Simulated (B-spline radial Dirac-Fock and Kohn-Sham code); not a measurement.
Relativistic shifts of the levels of Tl²⁹⁺

System: thallium as Tl²⁹⁺ in the configuration 1s2 2s2 2p6 3s2 3p6 3d10 4s2 4p6 4d10 4f6.

Both columns are ΔSCF binding energies of the configuration average from a radial finite-basis atomic code: non-relativistic Hartree-Fock with a point nucleus, and Dirac-Fock with a finite nucleus and the Coulomb interaction alone, averaged over the two j levels with weights 2j+1.

| shell | Hartree-Fock (eV) | Dirac-Fock (eV) | shift (eV) | shift (%) |
| --- | --- | --- | --- | --- |
| 1s | 78507.0 | 87010.6 | +8503.56 | +10.83 |
| 2s | 14130.5 | 16424.6 | +2294.14 | +16.24 |
| 2p | 13613.9 | 14393.0 | +779.12 | +5.72 |
| 3s | 4141.7 | 4726.0 | +584.34 | +14.11 |
| 3p | 3898.2 | 4123.0 | +224.76 | +5.77 |
| 3d | 3450.0 | 3433.6 | -16.41 | -0.48 |
| 4s | 1611.2 | 1781.0 | +169.79 | +10.54 |
| 4p | 1501.5 | 1568.5 | +66.94 | +4.46 |
| 4d | 1300.4 | 1300.8 | +0.45 | +0.03 |
| 4f | 1048.6 | 1034.4 | -14.14 | -1.35 |

Relativity binds 1s, 2s, 2p, 3s, 3p, 4s, 4p, 4d more strongly, among those listed most of all 2s in relative terms, and 3d, 4f more weakly, because the contracted s and p shells screen the nucleus better.

Values without a named source are computed, but for edge energies of neutral atoms, which are taken from tables.
